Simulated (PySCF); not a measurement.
HLiO, SMILES [Li][OH]. Coordinates come from a PBE-D3(BJ)/def2-TZVPD optimisation. The isomer is the one that the SMILES or the coordinates give; other isomers of the formula were not compared.

Computed equilibrium geometry at PBE-D3(BJ)/def2-TZVPD (PySCF confirms it by a frequency run) as Cartesian coordinates in Å, and its point group:
point group C∞v.
```xyz
3

Li     0.0000     0.0000     1.2719
O      0.0000     0.0000    -0.3173
H      0.0000     0.0000    -1.2772
```
Charge 0, spin multiplicity 1.
